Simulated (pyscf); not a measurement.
## O=Zr(OH)–Cl (SMILES [O]=[Zr]([OH])[Cl]), singlet

Gas-phase minimum from PySCF at ωB97X-D3(BJ)/def2-SVP, one conformer. 

SMILES: [Zr](=[O])([Cl])[OH]
```xyz
5

O      1.4848     1.1228    -0.7189
Zr     0.3900    -0.0540    -0.0667
O      1.1160    -1.0641     1.4334
Cl    -1.4139    -0.8028    -1.4735
H      1.8881    -1.2056     1.9876
```

Bonded distances (Å): O1–Zr2 1.735, Zr2–O3 1.949, Zr2–Cl4 2.407, O3–H5 0.961. Angles (°): O1–Zr2–O3 114.0, O1–Zr2–Cl4 117.7, O3–Zr2–Cl4 124.6, Zr2–O3–H5 145.0.

Properties at ωB97X-D3(BJ)/def2-SVP:

| Item | Value |
|---|---|
| Harmonic wavenumbers, unscaled | 43, 127, 202, 376, 415, 544, 713, 999, 3969 cm⁻¹ |
| Zero-point energy | 10.6 kcal/mol |
| Rotational symmetry number | 1 |
| Entropy of this conformer at 298 K and 1 atm, rigid rotor and harmonic oscillator, modes under 100 cm⁻¹ raised to 100 | 333.0 J/(mol K) |
| Dipole moment | 3.71 D |

Single-point totals, which compare only within one level (frozen core for MP2 and CC):

| level | total energy (hartree) |
|---|---|
| ωB97X-D3(BJ)/def2-TZVP | -658.61821 |
| PBE/def2-TZVP | -658.24815 |
| r²SCAN/def2-TZVP | -658.49561 |
| B3LYP-D3(BJ)/def2-TZVP | -658.60877 |
| PBE0-D3(BJ)/def2-TZVP | -658.24781 |
| M06-2X/def2-TZVP | -658.39605 |
| ωB97M-D3(BJ)/def2-TZVP | -658.61068 |
| HF/def2-TZVPP | -656.60324 |
| MP2/def2-TZVPP | -657.62811 |
| CCSD/def2-TZVPP | -657.62045 |
| CCSD(T)/def2-TZVPP | -657.66969 |

The lowest mode is so soft that the shape along it may change with the basis. Soft torsions are taken as harmonic, which can shift the entropy by several J/(mol K). The CCSD(T) − MP2 part came from Ansatz, without density fitting, on the same reference. The frozen core leaves the outer d or s,p core shells of the metals and heavy elements correlated in the MP2 and CC values, and def2-TZVPP describes them poorly, so these totals are far from the basis limit. Elements past Kr carry the def2 core potentials, without spin-orbit coupling.
